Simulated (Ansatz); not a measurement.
SiCl2(SiMe3)2 (C₆H₁₈Cl₂Si₃). The state is a singlet with charge 0. Geometry PBE0-D4/def2-SVP.

```xyz
29

Si    0.370   -0.853   -0.652
Cl    1.878   -0.715   -2.117
Cl   -0.318   -2.842   -0.622
Si   -1.419    0.435   -1.447
C    -1.820   -0.223   -3.162
C    -2.871    0.208   -0.269
C    -0.860    2.233   -1.517
H    -2.654    0.331   -3.620
H    -2.097   -1.288   -3.107
H    -0.940   -0.137   -3.819
H    -3.116   -0.861   -0.166
H    -2.643    0.603    0.733
H    -3.767    0.730   -0.643
H    -0.637    2.624   -0.511
H     0.050    2.329   -2.130
H    -1.641    2.872   -1.961
Si    1.443   -0.499    1.401
C     0.169   -0.693    2.774
C     2.784   -1.811    1.522
C     2.182    1.234    1.382
H     0.643   -0.614    3.766
H    -0.321   -1.676    2.707
H    -0.612    0.082    2.710
H     2.340   -2.818    1.477
H     3.489   -1.716    0.681
H     3.350   -1.721    2.463
H     2.846    1.357    0.512
H     1.398    2.005    1.323
H     2.773    1.421    2.293
```

(1) Estimate the orbital energies around the gap (eV) in Ansatz with HF/STO-3G, LDA (SPW92)/def2-TZVP, PBE-D4/def2-TZVP, PBE0-D4/def2-SVP, r2SCAN0-D4/def2-TZVP.

Answers

(1) 
| orbital | HF/STO-3G | LDA (SPW92)/def2-TZVP | PBE-D4/def2-TZVP | PBE0-D4/def2-SVP | r2SCAN0-D4/def2-TZVP |
| --- | --- | --- | --- | --- | --- |
| HOMO−9 | -11.41 | -8.56 | -8.42 | -9.81 | -10.13 |
| HOMO−8 | -11.41 | -8.36 | -8.23 | -9.63 | -9.95 |
| HOMO−7 | -10.80 | -7.80 | -7.66 | -8.99 | -9.35 |
| HOMO−6 | -10.73 | -7.65 | -7.53 | -8.83 | -9.09 |
| HOMO−5 | -10.71 | -7.64 | -7.52 | -8.82 | -9.04 |
| HOMO−4 | -10.64 | -7.55 | -7.43 | -8.74 | -8.96 |
| HOMO−3 | -10.35 | -7.52 | -7.40 | -8.70 | -8.94 |
| HOMO−2 | -9.97 | -7.48 | -7.34 | -8.61 | -8.91 |
| HOMO−1 | -9.21 | -7.18 | -7.06 | -8.23 | -8.49 |
| HOMO | -7.79 | -5.82 | -5.72 | -6.76 | -6.96 |
| LUMO | 7.73 | -1.48 | -1.23 | -0.16 | -0.34 |
| LUMO+1 | 8.96 | -1.32 | -1.08 | -0.02 | -0.15 |
| LUMO+2 | 9.07 | -0.44 | -0.22 | 1.09 | 0.93 |
| LUMO+3 | 11.44 | -0.07 | 0.16 | 1.41 | 1.33 |
| LUMO+4 | 13.10 | 0.29 | 0.48 | 1.81 | 1.66 |
| LUMO+5 | 13.14 | 0.48 | 0.67 | 2.01 | 1.81 |
